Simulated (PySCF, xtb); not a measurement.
5-methylidene-2H-1,3-oxazole (C4H5NO), SMILES C=C1C=NCO1.

GFN2-xTB (xtb) at its own geometry gives an orbital gap of 2.90 eV and a dipole moment of 0.66 D.

The structure is a stationary point at ωB97X-D3(BJ)/def2-SVP. Other conformers were not sampled.

**Question.** What does B3LYP/def2-TZVP in PySCF give? (Estimate from the structure and the level; the computed values follow.)

**Answer.** gap 4.98 eV (levels -6.49 and -1.51 eV), dipole 0.47 D.
